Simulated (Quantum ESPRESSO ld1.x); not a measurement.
Task: Tl2+, 79 electrons, occupied as [Xe] 4f14 5d10 6s1. Method: scalar-relativistic Kohn-Sham, LDA (Slater exchange, Perdew-Wang correlation), spin-polarised, spherical densities, point nucleus; open shells are filled with parallel spins first; computed with ld1.x of Quantum ESPRESSO 7.5. Some entries of the table are withheld. Estimate them.

orbital,occ.,eigenvalue (eV),<r^2> (bohr^2),r(max) (bohr)
1s up,1,-85589.1,0.0003690,0.010
1s down,1,-85589.1,0.0003690,0.010
2s up,1,-15255.0,0.005608,0.058
2s down,1,-15255.0,0.005608,0.058
2p up,3,-13126.2,0.004757,0.049
2p down,3,-13126.2,0.004757,0.049
3s up,1,-3654.61,0.03611,0.164
3s down,1,-3654.60,0.03611,0.164
3p up,3,-3042.12,0.03731,0.164
3p down,3,-3042.10,0.03731,0.164
3d up,5,-2407.07,0.03089,0.133
3d down,5,-2407.05,0.03089,0.133
4s up,1,-828.949,0.1733,0.370
4s down,1,-828.926,0.1733,0.370
4p up,3,-628.160,0.1985,0.388
4p down,3,-628.133,0.1984,0.388
4d up,5,-392.933,0.2236,0.394
4d down,5,-392.904,0.2236,0.394
5s up,1,-149.342,0.8607,0.804
5s down,1,-149.283,0.8600,0.804
4f up,7,-132.442,0.2630,0.358
4f down,7,-132.409,0.2629,0.358
5p up,3,(1),1.145,0.906
5p down,3,(2),1.142,0.906
5d up,5,-33.5558,2.181,1.12
5d down,5,-33.2395,2.150,1.12
6s up,1,(3),5.717,(4)
6s down,0,(5),5.733,(6)

Result: 
(1) 5p up eigenvalue (eV): -94.3246
(2) 5p down eigenvalue (eV): -94.2276
(3) 6s up eigenvalue (eV): -26.1780
(4) 6s up r(max) (bohr): 2.00
(5) 6s down eigenvalue (eV): -25.3783
(6) 6s down r(max) (bohr): 1.98
